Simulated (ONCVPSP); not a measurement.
# What one change does to a pseudopotential (bismuth (Bi), ONCV)

ONCVPSP 4.0.1 input, shortened (lines: element, Z, core and valence counts, functional; n l f; lmax; l rc ep ncon nbas qcut; lloc lpopt rc5 dvloc0; l nproj debl; icmod fcfact rcfact), PBE, scalar-relativistic:

```
  Bi 83.00   13    2        4      upf
    1    0    2.00
    2    0    2.00
    2    1    6.00
    3    0    2.00
    3    1    6.00
    3    2   10.00
    4    0    2.00
    4    1    6.00
    4    2   10.00
    4    3   14.00
    5    0    2.00
    5    1    6.00
    5    2   10.00
    6    0    2.00
    6    1    3.00
    1
    0    1.75    0.00    5   10    3.30
    1    2.50    0.00    3    8    3.20
    4    5    1.75    6.00
    0    2    1.80
    1    3    2.60
    3    1.50    1.50
```

Change: all radii but the core radius scaled by about 1.16 (s 2.04, p 2.90 bohr); local potential polynomial inside 2.04 bohr (lpopt 5, dvloc0 6 Ha).

Cutoffs: the cutoffs (Ha) at which the residual kinetic energy of the hardest occupied pseudo-wave falls to 1 and 0.1 mHa per electron; they do not see the model core or the augmentation charge, which bear on the density cutoff. Errors are all-electron minus pseudo energies relative to the spin-unpolarised reference configuration.

Task: What does the change do?

Result: The potential gets softer (22 Ha and 90 Ha → 15 Ha and 61 Ha); the number of tests with a reliable result goes from 4 to 3; of the 3 tests that both files solve, the error grows in 3 and shrinks in 0 by more than 15 % and 0.3 meV (median size 19.0 → 36.7 meV); neither file shows a bound ghost. A larger radius leaves more room for a smooth pseudo-wave, so fewer plane waves are needed. More of the atom is replaced by a form fitted at one configuration, so other configurations suffer.

```tsv
quantity	base	changed
cutoff, loose	22 Ha	15 Ha
cutoff, tight	90 Ha	61 Ha
loose cutoff by channel	s 22 Ha, p 4.2 Ha	s 15 Ha, p 2.1 Ha
bound ghosts	none	none
GHOST(+) flags under 300 eV	s at 106.6 eV	none
tests with a reliable result	4 of 4	3 of 4
error for 6s2 6p2, meV [ΔE 7.91 eV]	-19	-22
error for 6s2 6p1, meV [ΔE 23.16 eV]	-109	-129
error for 6s0 6p5, meV [ΔE 20.50 eV]	-3.2	+37
rms error of d²Exc/dni dnj with the model core, mHa	3.69	3.71
```

Base: The cutoffs count occupied waves only; projector 2 of the s channel, the hardest unoccupied one, needs 107 Ha at the loose tolerance.
